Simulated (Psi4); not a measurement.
triplet silylene (H$_{2}$Si), triplet, geometry from GFN2-xTB. Base run: HF/6-311G** (Psi4).

Input for Psi4:
```
memory 2 GB

molecule {
0 3
Si   -0.00639139   -0.00195053    0.08523542
H     0.04566728    1.28384221   -0.56751131
H     0.04381220   -1.25653473   -0.62578461
}

set {
  basis 6-311g**
  reference uhf
  stability_analysis check
  scf_type pk
}

energy('scf')
print_variables()
```

The bond that is stretched is that between atoms 3 and 1. A test that says stable can miss a lower solution.

Variants of this job, named by their change:

```csv
change,ΔE vs base (eV),<S^2>
base,0.00,2.006
stability_analysis = follow; reference = uhf,0.00,2.006
bond × 1.25,0.69,2.006
stability_analysis = follow; reference = uhf; bond × 1.25,0.69,2.006
bond × 1.5,1.79,2.143
stability_analysis = follow; reference = uhf; bond × 1.5,1.79,2.143
bond × 1.8,2.25,2.186
stability_analysis = follow; reference = uhf; bond × 1.8,2.25,2.186
bond × 2.2,2.34,2.089
stability_analysis = follow; reference = uhf; bond × 2.2,2.34,2.089
bond × 3.0,2.35,2.012
stability_analysis = follow; reference = uhf; bond × 3.0,2.35,2.012
```

On stretching, the SCF can end on different states; <S^2> shows the spin contamination of each.
